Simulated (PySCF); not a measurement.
# From orbital energies to excitation energies

Species: Ge6H6 prismane, Ge6H6.
Z-matrix (Å and degrees, PBE0-D3(BJ)/def2-SVP geometry), rows numbered from 1:
```
Ge
H   1  1.5478
Ge  1  2.4775  2  131.21
H   3  1.5479  1  130.73  2    -0.12
Ge  1  2.4767  2  130.97  3    83.20
H   5  1.5481  1  131.00  3   120.31
Ge  5  2.4635  1   90.07  3   -89.84
H   7  1.5484  5  130.97  1  -150.19
Ge  1  2.4622  2  130.65  3  -138.70
H   9  1.5478  1  130.87  2     0.90
Ge  3  2.4625  1   90.03  5    90.09
H  11  1.5475  3  130.74  1   150.46
```

The calculation used TDDFT wB97X-D/def2-SVPD, vertical, gas phase, core orbitals frozen in the response in PySCF 2.14.0, density-fitted response routines. Relativistic effects, spin–orbit coupling among them, are left out although an element past zinc is present.

Orbital energies (eV): HOMO-3 -8.06, HOMO-2 -8.06, HOMO-1 -7.60, HOMO -7.59, LUMO 0.29, LUMO+1 0.62, LUMO+2 0.65.

Task: Among the lowest singlets, which states do these configurations lead, and at what energies: HOMO→LUMO, HOMO-1→LUMO?

Result: 

| state | leading configuration | weight | Δε (eV) | E (eV) | E − Δε (eV) | f | other configurations |
| --- | --- | --- | --- | --- | --- | --- | --- |
| S1 | HOMO→LUMO | 0.94 | 7.88 | 3.77 | -4.11 | 0.0001 | – |
| S2 | HOMO-1→LUMO | 0.94 | 7.89 | 3.78 | -4.11 | 0.0001 | – |

E − Δε runs from -4.11 to -4.11 eV.  Δε is the difference of the two orbital energies.

H and L stand for HOMO and LUMO. The other states: S3 4.10 eV, f 0.0000, H-3/H-2→L (≥35%), H-1/H→L+1 (≥17%), H-1/H→L+4 (≥16%); S4 4.10 eV, f 0.0000, H-3/H-2→L (≥36%), H-1/H→L+4 (≥18%), H-1/H→L+1 (≥13%); S5 4.19 eV, f 0.0000, H-1/H→L+2 (≥24%), H-1/H→L+4 (≥19%), H-1/H→L+1 (≥18%); S6 4.19 eV, f 0.0000, H-1/H→L+3 (≥25%), H-1/H→L+2 (≥23%), H-1/H→L+4 (≥16%); S7 4.20 eV, f 0.0000, H-1/H→L+3 (≥51%), H-1/H→L+2 (≥30%); S8 4.29 eV, f 0.0000, H-1/H→L+1 (≥52%), H-1/H→L+4 (≥26%); S9 4.29 eV, f 0.0000, H-1/H→L+1 (≥54%), H-1/H→L+4 (≥23%); S10 4.36 eV, f 0.0005, H-1/H→L+3 (≥47%), H-1/H→L+2 (≥36%); S11 4.43 eV, f 0.0000, H-1/H→L+6 (≥24%), H-1/H→L+5 (≥23%), H-3/H-2→L+2 (≥21%); S12 4.53 eV, f 0.0082, H-3/H-2→L+1 (≥62%), H-3/H-2→L+3 (≥11%); S13 4.53 eV, f 0.0081, H-3/H-2→L+1 (≥57%), H-3/H-2→L+2 (≥13%).

Triplets (Tamm–Dancoff): T1 3.59 eV, H-1/H→L (≥94%); T2 3.60 eV, H-1/H→L (≥94%); T3 3.76 eV, H-1/H→L+4 (≥48%), H-1/H→L+2 (≥10%); T4 3.77 eV, H-1/H→L+4 (≥48%), H-1/H→L+3 (≥10%), H-1/H→L+2 (≥9%).

All these states lie below the vertical ionisation energy of 7.56 eV (ΔSCF).

One conformer stands for the species.
